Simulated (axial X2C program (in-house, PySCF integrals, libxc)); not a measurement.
## VB: from the spin-free to the two-component result

All values were computed with an in-house relativistic program for diatomic molecules. Spin-free means the one-electron spin-free X2C Hamiltonian; two-component (2c) means X2C with spin–orbit coupling and atomic mean-field two-electron Coulomb and Gaunt terms, so the difference of the two also holds small scalar two-electron terms. Basis: V dyall-cv3z [10s10p6d4f2g], B dyall-v3z [7s6p2d1f] (cores contracted in-house); Gaussian nuclei, density fitting, unrestricted open shells. Masses: V 50.944 u, B 11.009 u.

Spin-free state: M_S = 3, Λ = 0 (beyond evenly filled blocks: 2 × σα, π+α, π-α, δ+α, δ-α); fragments V + B.

```
level  Re (Å)  ωe (cm⁻¹)  μ (D)
 PBE0   1.994      643.0  -3.12
TPSSh   2.013      624.4  -3.07
```

Dipoles are positive if B is the positive end.

Two-component determinant lowest at the distance of the search:

Ω = 3 (⟨Sz⟩ = 3.00, ⟨Lz⟩ = 0.00 at PBE0); fragments V + B.

```csv
level,Re (Å),ωe (cm⁻¹),μ (D)
PBE0,1.994,642.6,-3.12
TPSSh,2.013,624.0,-3.07
```

From the two tables, how do the constants change at the PBE0 level (2c against spin-free)?

At the PBE0 level Re is unchanged within 0.001 Å and ωe falls by 0.4 cm⁻¹.

The state is one determinant whose occupation by symmetry is held fixed; it was picked as the lowest of a PBE0 search that is not exhaustive. De is not given where an atomic determinant may have missed its ground term or J level, or where the truncated virtual space spoils (T). Density functionals use the spin component along the axis (collinear). Other states lie close and PBE0, whose exact exchange favours high spin, may order them wrongly; the determinant shown need not be the ground state. The nearest other spin-free determinant of the search, M_S = 2, Λ = 0, lies 0.83 eV up at the distance of the search. The functionals have no current-density term, which raises determinants with orbital currents, atoms included. With several unpaired electrons one determinant need not be a pure state. Open-shell Ω = 0 determinants with evenly filled partner blocks cannot be reached by this program, so the Ω shown need not be the lowest component.
